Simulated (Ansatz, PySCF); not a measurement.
Pulling on the C2–H3 bond in C2H6Sn (SMILES [CH3][Sn][CH3]) (multiplicity 1 held, fragments rigid). Energies count from the point at 1.094 Å.
Geometry at that point (charge 0, multiplicity 1):
```xyz
9

Sn     0.11050    -0.05642     0.41151
C      0.48887     1.54482    -1.06853
H     -0.46780     1.93776    -1.42440
H      1.00714     1.11946    -1.93265
H      1.08249     2.36338    -0.66375
C     -1.05455    -1.25598    -1.03810
H     -0.42606    -1.48135    -1.90440
H     -1.90100    -0.66304    -1.39615
H     -1.42568    -2.18814    -0.61431
```

Restricted levels (R-, RO-) in cc, def2 and unpolarised 6-31G sets keep to the state of the molecule at rest. Unrestricted levels (U-) break spin symmetry where that is lower. Levels need not reach the same state.

Rows in LANL2DZ carry no dispersion term and start afresh at each structure. LANL2DZ brings its own core potentials from Na on.

Codes used: Ansatz (Gaussian basis) for Hartree–Fock, density functionals and correlated methods; PySCF for LANL2DZ rows. Values without a source in brackets are computed. In def2 rows elements past Kr take small-core potentials, without spin–orbit coupling.

Energies in kcal/mol.

```json
[
 {"R (Å)": "0.875", "R-PBE/def2-TZVPP": "29.4", "U-PBE/def2-TZVPP": "29.4", "R-B3LYP/LANL2DZ": "30.8", "U-wB97X-V/def2-TZVPP": "28.9"},
 {"R (Å)": "0.984", "R-PBE/def2-TZVPP": "6.2", "U-PBE/def2-TZVPP": "6.2", "R-B3LYP/LANL2DZ": "6.4", "U-wB97X-V/def2-TZVPP": "5.8"},
 {"R (Å)": "1.094", "R-PBE/def2-TZVPP": "0.0", "U-PBE/def2-TZVPP": "0.0", "R-B3LYP/LANL2DZ": "0.0", "U-wB97X-V/def2-TZVPP": "0.0"},
 {"R (Å)": "1.203", "R-PBE/def2-TZVPP": "3.1", "U-PBE/def2-TZVPP": "3.1", "R-B3LYP/LANL2DZ": "…", "U-wB97X-V/def2-TZVPP": "3.6"},
 {"R (Å)": "1.312", "R-PBE/def2-TZVPP": "10.9", "U-PBE/def2-TZVPP": "10.9", "R-B3LYP/LANL2DZ": "11.4", "U-wB97X-V/def2-TZVPP": "12.2"},
 {"R (Å)": "1.477", "R-PBE/def2-TZVPP": "26.4", "U-PBE/def2-TZVPP": "26.4", "R-B3LYP/LANL2DZ": "27.6", "U-wB97X-V/def2-TZVPP": "29.1"},
 {"R (Å)": "1.641", "R-PBE/def2-TZVPP": "42.6", "U-PBE/def2-TZVPP": "42.6", "R-B3LYP/LANL2DZ": "44.8", "U-wB97X-V/def2-TZVPP": "47.1"},
 {"R (Å)": "1.914", "R-PBE/def2-TZVPP": "67.1", "U-PBE/def2-TZVPP": "67.1", "R-B3LYP/LANL2DZ": "71.1", "U-wB97X-V/def2-TZVPP": "75.0"},
 {"R (Å)": "2.187", "R-PBE/def2-TZVPP": "86.3", "U-PBE/def2-TZVPP": "86.3", "R-B3LYP/LANL2DZ": "…", "U-wB97X-V/def2-TZVPP": "95.0"},
 {"R (Å)": "2.516", "R-PBE/def2-TZVPP": "102.9", "U-PBE/def2-TZVPP": "98.7", "R-B3LYP/LANL2DZ": "…", "U-wB97X-V/def2-TZVPP": "104.9"},
 {"R (Å)": "2.953", "R-PBE/def2-TZVPP": "117.1", "U-PBE/def2-TZVPP": "104.2", "R-B3LYP/LANL2DZ": "128.6", "U-wB97X-V/def2-TZVPP": "109.2"},
 {"R (Å)": "3.500", "R-PBE/def2-TZVPP": "126.9", "U-PBE/def2-TZVPP": "105.8", "R-B3LYP/LANL2DZ": "141.4", "U-wB97X-V/def2-TZVPP": "110.5"}
]
```

Q: Some entries are withheld; supply them.

A: 
- 2.187, R-B3LYP/LANL2DZ: 92.4
- 2.516, R-B3LYP/LANL2DZ: 111.5
- 1.203, R-B3LYP/LANL2DZ: 3.2

Doubts at one or more of the structures used: a restricted determinant that unrestricted orbitals would lower (R-PBE/def2-TZVPP); a spin-contaminated determinant (U-PBE/def2-TZVPP, U-wB97X-V/def2-TZVPP).

Ansatz is a first-principles code.
